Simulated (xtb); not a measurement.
C2H5O, doublet, from a rough starting geometry; GFN2-xTB (xtb).

The xtb input:
```
$ xtb mol.xyz --gfn 2 --uhf 1 --opt vtight --json

# file mol.xyz
8

C     -0.95513483    -0.26429791     0.07501105
C      0.49246199     0.25138432     0.23953766
O      1.33396683    -0.33826106    -0.62781670
H     -1.42786959    -0.31044062     1.04324353
H     -1.54940091     0.44804613    -0.51024545
H     -0.87887341    -1.23340824    -0.36589580
H      0.77978243     1.23087139     0.65270997
H      2.21969720     0.09725946    -0.52299176
```

Q: What does xtb print? Leave out banner, timings and long lists.

A: 
```
   ID    Z sym.   atoms
    1    6 C      1, 2
    2    8 O      3
    3    1 H      4-8

           -------------------------------------------------
          |                Calculation Setup                |
           -------------------------------------------------

           -------------------------------------------------
          |                 G F N 2 - x T B                 |
           -------------------------------------------------

          ...................................................
          :                      SETUP                      :
          :.................................................:
          :  # basis functions                  17          :
          :  # atomic orbitals                  17          :
          :  # shells                           11          :
          :  # electrons                        19          :
          :  max. iterations                   250          :
          :  Hamiltonian                  GFN2-xTB          :
          :  restarted?                      false          :
          :  GBSA solvation                  false          :
          :  PC potential                    false          :
          :  electronic temp.          300.0000000     K    :
          :  accuracy                    1.0000000          :
          :  -> integral cutoff          0.2500000E+02      :
          :  -> integral neglect         0.1000000E-07      :
          :  -> SCF convergence          0.1000000E-05 Eh   :
          :  -> wf. convergence          0.1000000E-03 e    :
          :  Broyden damping             0.4000000          :
          :  net charge                          0          :
          :  unpaired electrons                  1          :
          ...................................................

 iter      E             dE          RMSdq      gap      omega  full diag
   1    -10.9041707 -0.109042E+02  0.320E+00    8.90       0.0  T
   2    -10.9087924 -0.462175E-02  0.183E+00    9.00       1.0  T
   3    -10.9094677 -0.675208E-03  0.443E-01    8.94       1.0  T
   4    -10.9094930 -0.253909E-04  0.131E-01    8.93       1.0  T
   5    -10.9095016 -0.858470E-05  0.396E-02    8.94       1.0  T
   6    -10.9095036 -0.197354E-05  0.135E-02    8.95       2.6  T
   7    -10.9095038 -0.178550E-06  0.466E-03    8.95       7.6  T
   8    -10.9095038 -0.481451E-08  0.980E-04    8.95      36.1  T
   9    -10.9095038 -0.446772E-08  0.380E-04    8.95      93.2  T

   *** convergence criteria satisfied after 9 iterations ***

         :::::::::::::::::::::::::::::::::::::::::::::::::::::
         ::                     SUMMARY                     ::
         :::::::::::::::::::::::::::::::::::::::::::::::::::::
         :: total energy             -10.802798756195 Eh    ::
         :: gradient norm              0.081815904920 Eh/a0 ::
         :: HOMO-LUMO gap              8.953844068902 eV    ::
         ::.................................................::
         :: SCC energy               -10.909503516641 Eh    ::
         :: -> isotropic ES            0.018783790375 Eh    ::
         :: -> anisotropic ES          0.003259880932 Eh    ::
         :: -> anisotropic XC          0.003561426424 Eh    ::
         :: -> dispersion             -0.002401644963 Eh    ::
         :: repulsion energy           0.106704760446 Eh    ::
         :: add. restraining           0.000000000000 Eh    ::
         :: total charge              -0.000000000000 e     ::
         :::::::::::::::::::::::::::::::::::::::::::::::::::::

      -----------------------------------------------------------
     |                   =====================                   |
     |                        A N C O P T                        |
     |                   =====================                   |
     |               Approximate Normal Coordinate               |
     |                Rational Function Optimizer                |
      -----------------------------------------------------------
      -----------------------------------------------------------
     |                   =====================                   |
     |                        A N C O P T                        |
     |                   =====================                   |
     |               Approximate Normal Coordinate               |
     |                Rational Function Optimizer                |
      -----------------------------------------------------------

          ...................................................
          :                      SETUP                      :
          :.................................................:
          :   optimization level         verytight          :
          :   max. optcycles                   200          :
          :   ANC micro-cycles                  20          :
          :   degrees of freedom                18          :
          :.................................................:
          :   RF solver                   davidson          :
          :   write xtbopt.log                true          :
          :   linear?                        false          :
          :   energy convergence         0.1000000E-06 Eh   :
          :   grad. convergence          0.2000000E-03 Eh/α :
          :   maxmium RF displ.          1.0000000          :
          :   Hlow (freq-cutoff)         0.1000000E-01      :
          :   Hmax (freq-cutoff)         5.0000000          :
          :   S6 in model hess.         20.0000000          :
          ...................................................

generating ANC from exact Hessian ...
Using Lindh-Hessian (1995)
 Shifting diagonal of input Hessian by    0.0000000000000000
 Lowest  eigenvalues of input Hessian
    0.000000    0.000000    0.000000    0.000000    0.000000    0.000000
    0.011300    0.021614    0.031526    0.046761    0.062938    0.090405
    0.098138    0.116416    0.141645    0.148327    0.261185    0.423293
[...]
 * total energy  :   -10.8088723 Eh     change       -0.1121607E-04 Eh
 * total energy  :   -10.8088788 Eh     change       -0.6488867E-05 Eh
 * total energy  :   -10.8088866 Eh     change       -0.7849892E-05 Eh
 * total energy  :   -10.8088930 Eh     change       -0.6393842E-05 Eh
 * total energy  :   -10.8088979 Eh     change       -0.4859929E-05 Eh
 * total energy  :   -10.8089010 Eh     change       -0.3063911E-05 Eh
 * total energy  :   -10.8089025 Eh     change       -0.1535958E-05 Eh
 * total energy  :   -10.8089033 Eh     change       -0.7747255E-06 Eh
 * total energy  :   -10.8089037 Eh     change       -0.4701552E-06 Eh
 * total energy  :   -10.8089040 Eh     change       -0.3076495E-06 Eh
 * total energy  :   -10.8089042 Eh     change       -0.1926840E-06 Eh
 * total energy  :   -10.8089044 Eh     change       -0.1176986E-06 Eh
 * total energy  :   -10.8089044 Eh     change       -0.7989350E-07 Eh
   *** GEOMETRY OPTIMIZATION CONVERGED AFTER 17 ITERATIONS ***
[...]
          :  -> integral neglect         0.1000000E-07      :
          :  -> SCF convergence          0.1000000E-05 Eh   :
          :  -> wf. convergence          0.1000000E-03 e    :
          :  Broyden damping             0.4000000          :
          :  net charge                          0          :
          :  unpaired electrons                  1          :
          ...................................................

 iter      E             dE          RMSdq      gap      omega  full diag
   1    -10.9221755 -0.109222E+02  0.120E-05    9.46       0.0  T
   2    -10.9221755 -0.106581E-12  0.688E-06    9.46    5137.1  T
   3    -10.9221755 -0.248690E-13  0.243E-06    9.46   14578.8  T

   *** convergence criteria satisfied after 3 iterations ***

         :::::::::::::::::::::::::::::::::::::::::::::::::::::
         ::                     SUMMARY                     ::
         :::::::::::::::::::::::::::::::::::::::::::::::::::::
         :: total energy             -10.808904436052 Eh    ::
         :: gradient norm              0.000030407748 Eh/a0 ::
         :: HOMO-LUMO gap              9.463232133393 eV    ::
         ::.................................................::
         :: SCC energy               -10.922175237902 Eh    ::
         :: -> isotropic ES            0.019613627206 Eh    ::
         :: -> anisotropic ES          0.002946530390 Eh    ::
         :: -> anisotropic XC          0.003028460768 Eh    ::
         :: -> dispersion             -0.002396605308 Eh    ::
         :: repulsion energy           0.113270801850 Eh    ::
         :: add. restraining           0.000000000000 Eh    ::
         :: total charge               0.000000000000 e     ::
         :::::::::::::::::::::::::::::::::::::::::::::::::::::

           -------------------------------------------------
          |                Property Printout                |
           -------------------------------------------------

    * Orbital Energies and Occupations

         #    Occupation            Energy/Eh            Energy/eV
      -------------------------------------------------------------
         1        2.0000           -0.6965577             -18.9543
         2        2.0000           -0.6209752             -16.8976
         3        2.0000           -0.5788583             -15.7515
         4        2.0000           -0.5650517             -15.3758
         5        2.0000           -0.5072559             -13.8031
         6        2.0000           -0.5008963             -13.6301
         7        2.0000           -0.4652772             -12.6608
         8        2.0000           -0.4632444             -12.6055
         9        2.0000           -0.4433959             -12.0654
        10        1.0000           -0.2755406              -7.4978 (HOMO)
        11                          0.0722268               1.9654 (LUMO)
        12                          0.1321939               3.5972
        13                          0.1786108               4.8602
        14                          0.1916641               5.2154
        15                          0.2122269               5.7750
        16                          0.2577412               7.0135
        17                          0.3605049               9.8098
      -------------------------------------------------------------
                  HL-Gap            0.3477674 Eh            9.4632 eV
             Fermi-level           -0.2305626 Eh           -6.2739 eV

     #   Z          covCN         q      C6AA      α(0)
     1   6 C        3.751    -0.105    22.561     6.774
     2   6 C        2.756     0.031    27.296     8.556
     3   8 O        1.658    -0.377    20.414     6.099
     4   1 H        0.925     0.044     2.390     2.418
     5   1 H        0.923     0.048     2.350     2.397
     6   1 H        0.925     0.061     2.188     2.313
     7   1 H        0.926     0.004     2.982     2.701
     8   1 H        0.805     0.294     0.740     1.351

 Mol. C6AA /au·bohr⁶  :        465.429213
 Mol. C8AA /au·bohr⁸  :       9702.514749
 Mol. α(0) /au        :         32.607981

Wiberg/Mayer (AO) data.
largest (>0.10) Wiberg bond orders for each atom

 ---------------------------------------------------------------------------
     #   Z sym  total        # sym  WBO       # sym  WBO       # sym  WBO
 ---------------------------------------------------------------------------
     1   6 C    3.997 --     2 C    1.071     6 H    0.979     4 H    0.974
                             5 H    0.947
     2   6 C    3.292 --     3 O    1.195     1 C    1.071     7 H    0.974
     3   8 O    2.142 --     2 C    1.195     8 H    0.899
     4   1 H    0.998 --     1 C    0.974
     5   1 H    0.996 --     1 C    0.947
     6   1 H    0.996 --     1 C    0.979
     7   1 H    1.000 --     2 C    0.974
     8   1 H    0.914 --     3 O    0.899
 ---------------------------------------------------------------------------

Topologies differ in total number of bonds
Writing topology from bond orders to xtbtopo.mol

molecular dipole:
                 x           y           z       tot (Debye)
 q only:        0.117       0.206       0.187
   full:        0.241       0.420       0.207       1.338
molecular quadrupole (traceless):
                xx          xy          yy          xz          yz          zz
 q only:        3.210       1.402      -1.352       0.012      -0.439      -1.858
  q+dip:        3.973       2.348      -1.139       0.495      -0.536      -2.834
   full:        4.215       2.248      -1.434       0.292      -0.610      -2.781

optimized geometry written to: xtbopt.xyz

           -------------------------------------------------
          | TOTAL ENERGY              -10.808904436052 Eh   |
          | GRADIENT NORM               0.000030407748 Eh/α |
          | HOMO-LUMO GAP               9.463232133393 eV   |
           -------------------------------------------------

normal termination of xtb
```
